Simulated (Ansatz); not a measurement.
Relaxation of F5HW (7 atoms, charge 0, multiplicity 1), to a largest force component of 0.03 eV/Å in at most 50 steps.

Method: RKS LDA/def2-SVP (Ansatz).

```xyz
7
Properties=species:S:1:pos:R:3:forces:R:3
W -0.350 0.007 -0.550 0.15 -0.12 0.09
F 1.019 0.014 2.170 -0.37 0.02 0.11
H 1.697 -0.042 1.529 0.24 -0.01 -0.31
F -0.060 1.802 -0.413 0.00 0.09 -0.02
F -1.538 -0.005 0.830 -0.01 -0.01 0.07
F -0.041 -1.791 -0.431 -0.03 0.04 -0.01
F 0.082 0.015 -2.325 0.01 0.00 0.08
```

**Question.** Where does it end, and by what steps?

**Answer.** It converged. After 20 steps the energy has fallen by 1.901 eV; H3 moved furthest, 1.38 Å. Parted: F2–H3. Joined: W1–F2, W1–H3.

```json
{"step": "0", "energy less start (eV)": "0.0000", "largest force component (eV/Å)": "0.366", "accepted": "yes"}
{"step": "1", "energy less start (eV)": "-0.0541", "largest force component (eV/Å)": "0.340", "accepted": "yes"}
{"step": "2", "energy less start (eV)": "-0.1024", "largest force component (eV/Å)": "0.295", "accepted": "yes"}
{"step": "3", "energy less start (eV)": "-0.0849", "largest force component (eV/Å)": "1.182", "accepted": "no"}
{"step": "4", "energy less start (eV)": "-0.1467", "largest force component (eV/Å)": "0.190", "accepted": "yes"}
{"step": "5", "energy less start (eV)": "-0.1650", "largest force component (eV/Å)": "0.384", "accepted": "yes"}
{"step": "6", "energy less start (eV)": "-0.1945", "largest force component (eV/Å)": "0.349", "accepted": "yes"}
{"step": "7", "energy less start (eV)": "-0.2732", "largest force component (eV/Å)": "0.880", "accepted": "yes"}
{"step": "8", "energy less start (eV)": "-0.6672", "largest force component (eV/Å)": "1.476", "accepted": "yes"}
{"step": "9", "energy less start (eV)": "-1.1859", "largest force component (eV/Å)": "1.607", "accepted": "yes"}
{"step": "10", "energy less start (eV)": "-1.5509", "largest force component (eV/Å)": "0.648", "accepted": "yes"}
{"step": "11", "energy less start (eV)": "-1.6513", "largest force component (eV/Å)": "0.815", "accepted": "yes"}
{"step": "12", "energy less start (eV)": "-1.6643", "largest force component (eV/Å)": "0.698", "accepted": "yes"}
{"step": "13", "energy less start (eV)": "-1.6738", "largest force component (eV/Å)": "0.945", "accepted": "yes"}
{"step": "14", "energy less start (eV)": "-1.6966", "largest force component (eV/Å)": "0.729", "accepted": "yes"}
{"step": "15", "energy less start (eV)": "-1.7740", "largest force component (eV/Å)": "0.180", "accepted": "yes"}
{"step": "16", "energy less start (eV)": "-1.8457", "largest force component (eV/Å)": "0.232", "accepted": "yes"}
{"step": "17", "energy less start (eV)": "-1.8619", "largest force component (eV/Å)": "0.822", "accepted": "yes"}
{"step": "18", "energy less start (eV)": "-1.8964", "largest force component (eV/Å)": "0.327", "accepted": "yes"}
{"step": "19", "energy less start (eV)": "-1.9011", "largest force component (eV/Å)": "0.104", "accepted": "yes"}
{"step": "20", "energy less start (eV)": "-1.9015", "largest force component (eV/Å)": "0.009", "accepted": "yes"}
```

```xyz
7
Properties=species:S:1:pos:R:3
W 0.044 -0.023 0.091
F 0.631 -0.658 1.722
H 1.592 0.648 0.335
F -0.269 1.695 -0.506
F -1.521 0.345 1.006
F -0.402 -1.790 -0.229
F 0.735 -0.215 -1.610
```

Whether the end is a true minimum wasn't checked by a vibrational analysis.

Time of the run: 13 s on 2 threads of AMD EPYC 9R45 96-Core Processor (Zen 5), with other jobs on the host, peak memory 0.16 GiB.
